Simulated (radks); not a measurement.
Results of a calculation; reference values are marked as such.
Problem. All-electron atom: Ni in [Ar] 3d8 4s2. Code: a radial shooting solver on a logarithmic mesh with Libxc functionals. Model: scalar-relativistic Kohn-Sham, LB94 model potential, spin-polarised, spherical densities, finite nucleus; open shells are filled with parallel spins first; Fermi nuclear charge, rms radius 3.7757 fm. Some entries of the table are withheld. Estimate them.

orbital,occ.,eigenvalue (hartree),r(max) (bohr),<1/r> (bohr^-1)
1s down,1,-304.5915,0.03539,28.13
1s up,1,-304.5907,0.03539,28.13
2s down,1,-36.87813,0.2045,6.076
2s up,1,-36.86881,0.2045,6.074
2p down,3,-31.86026,0.1645,5.983
2p up,3,-31.85197,0.1645,5.982
3s up,1,-4.31535,0.6401,(1)
3s down,1,-4.25157,0.6406,(2)
3p up,3,-2.87273,(3),1.767
3p down,3,-2.81127,(4),1.763
3d up,5,-0.58793,0.6260,1.391
3d down,3,-0.53569,0.6268,1.383
4s up,1,-0.37673,2.107,0.5054
4s down,1,-0.35132,2.143,0.4921

Solution. 
(1) 3s up <1/r> (bohr^-1): 1.907
(2) 3s down <1/r> (bohr^-1): 1.904
(3) 3p up r(max) (bohr): 0.6474
(4) 3p down r(max) (bohr): 0.6480
